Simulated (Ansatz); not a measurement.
C3H7FSi can be A, `C/C([SiH3])=C\F`, or B, `C[Si@H]1C[C@H]1F`.

Gas-phase electronic energies from Ansatz, PBE0-D4/def2-TZVP geometries. CCSD(T)/CBS adds triple-zeta CCSD(T) − MP2 to the extrapolated MP2 energy (def2 sets, frozen cores). Functionals use def2-TZVPP. B3LYP here is the variant with VWN-RPA as its local correlation; programs differ in this.

(1) Which is lower in electronic energy at CCSD(T)/CBS, and by how much? (Best estimate.)

(2) Give E(B) − E(A) in kcal/mol with B3LYP-D4, B3LYP, CCSD(T)/def2-TZVPP, MP2/def2-TZVPP, r2SCAN-D4, B2PLYP, HF/def2-TZVPP. (Best estimate.)

Largest T1 diagnostic: 0.012.

## Answers

(1) The calculation gave: A, by 8.2 kcal/mol.

(2) The calculation gave: B3LYP-D4 9.8, B3LYP 9.5, CCSD(T)/def2-TZVPP 9.2, MP2/def2-TZVPP 7.6, r2SCAN-D4 6.0, B2PLYP 9.2, HF/def2-TZVPP 15.0. None reverses the order clearly.

In def2-TZVPP, CCSD(T) changes the Hartree–Fock value by −5.7 kcal/mol (the triples alone add −0.1 kcal/mol) and MP2 by −7.3 kcal/mol.
